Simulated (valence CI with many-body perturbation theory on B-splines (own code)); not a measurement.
The numbers below are computed, except where a source is named.
**Sensitivity of CI+MBPT for Al**

Level of theory: relativistic CI+MBPT: three valence electrons over a frozen Dirac-Fock core [Ne], a basis of 6 s, 6 p, 5 d, 3 f, 1 g functions for each j, with the one-electron correlation potential Σ1, the two-electron term Σ2, the three-electron term Σ3, Breit, model QED; selected CI, second order for the rest, scaled by the run's own slope (own B-spline code, finite nucleus).

Set against measurement, 14 paired levels are off by 72 cm⁻¹ on average, the worst by 161.

The reference run has the lowest level 3s2.3p 2P°_1/2 and an ionisation energy of 5.98297 eV. Its largest variational space holds 5197 state functions.

Names give the largest LS component (configuration and term), which can be under half, so a name can repeat, a term be missing and a line seem to break the LS rules; names also repeat where a configuration has a term twice.

Changed runs:
A. screening of Σ1 on → off
B. box radius (bohr) 49.232 → 50; logarithmic knot step 0.27 → 0.4
C. correlating orbitals by l 3 3 3 2 1 → 6 5 5 0 3; scale of Σ2 1 → 0.5
D. scale of Σ2 1 → -1 (bad on purpose)

Excitation energies of the reference run in cm⁻¹, and shifts in cm⁻¹:

```tsv
Level	Reference	A	B	C	D
3s2.3p 2P°_3/2	112	-0.4	0	+0.1	+2.3
3s2.4s 2S_1/2	25359	-45	-0.5	-163	+945
3s.3p2 4P_1/2	28860	+19	-2.5	-261	-524
3s.3p2 4P_3/2	28906	+19	-2.5	-261	-524
3s.3p2 4P_5/2	28982	+18	-2.5	-261	-523
3s2.3d 2D_3/2	32484	-27	-1.4	+360	+580
3s2.3d 2D_5/2	32485	-27	-1.4	+360	+581
3s2.4p 2P°_1/2	32951	-41	-0.7	-156	+929
3s2.4p 2P°_3/2	32967	-41	-0.7	-156	+929
3s2.5s 2S_1/2	37639	-46	-0.7	-124	+1115
3s2.4d 2D_3/2	39076	-30	-1.0	-58	+724
3s2.4d 2D_5/2	39080	-30	-1.0	-58	+725
Ionisation energy (eV)	5.98297	-0.00565	-0.00009	-0.01842	+0.12963
```
